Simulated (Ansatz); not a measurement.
`[BH2][GaH][Se]C` at its PBE0-D4/def2-TZVP geometry, where that method's forces vanish. Charge 0, multiplicity 1.

```xyz
10

B    -1.5741    0.2193   -2.4176
Ga   -0.6511    0.4550   -0.5790
Se    0.8547   -1.1696    0.1144
C     1.3961   -0.4458    1.8547
H    -1.0939    0.6576   -3.4224
H    -2.6116   -0.3665   -2.5300
H    -0.8143    1.6127    0.4718
H     2.4688   -0.2645    1.8331
H     0.8657    0.4827    2.0538
H     1.1597   -1.1811    2.6212
```

**Question.** What forces (eV/Å) does PBE-D4/def2-TZVPP give on these atoms in Ansatz? (Best estimate.)

**Answer.** Ansatz gave: 
```
B1   0.072  0.014  0.140
Ga2 -0.167  0.078 -0.196
Se3  0.039 -0.245 -0.211
C4   0.034  0.039  0.097
H5   0.059  0.051 -0.103
H6  -0.111 -0.065 -0.002
H7   0.011  0.052  0.079
H8   0.212  0.038  0.001
H9  -0.103  0.182  0.041
H10 -0.046 -0.144  0.154
```
